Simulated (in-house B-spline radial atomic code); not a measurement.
# Ionising the lead ion Pb⁴⁺ with different functionals

Computed with an all-electron radial atomic-structure program (B-spline basis): four-component Dirac-Coulomb Hamiltonian, Fermi nucleus of rms radius 5.5012 fm, spin-restricted, spherical fractional occupations for the functionals, and exact exchange of hybrids averaged over the configuration. The ionisation energy is the difference of two self-consistent energies, [Xe] 4f14 5d10 → [Xe] 4f14 5d9, without Breit or QED terms; ε is the level of the shell that loses the electron (mean over j). The electron is taken from both j subshells in proportion to 2j + 1, so the result is a j average, not the step between ground levels.

| method | rung | ΔSCF (eV) | -ε(5d) (eV) |
| --- | --- | --- | --- |
| PBE0 | global hybrid | ? | ? |
| BHandHLYP | global hybrid | 69.53 | 66.11 |
| CAM-B3LYP | range-separated hybrid | ? | ? |
| wB97X | range-separated hybrid | 69.49 | 66.36 |

(1) What does CAM-B3LYP give?

(2) What does PBE0 give?

(3) Among the functionals, which spreads more, the ΔSCF values or the orbital energies?

(4) How do they compare with the NIST value?

## Answers

(1) ΔSCF 69.67 eV, and -ε(5d) = 65.40 eV.

(2) ΔSCF 69.74 eV, and -ε(5d) = 63.96 eV.

(3) The orbital energies: ΔSCF values span about 0.25 eV and the orbital energies 2.39 eV; here energy differences depend much less on the functional than eigenvalues do.

(4) NIST lists 68.8 eV ± 0.5 (semi-empirical, ground level to ground level). Errors run from +0.69 to +0.94 eV; all lie within about twice that uncertainty, so the table can't rank the methods.
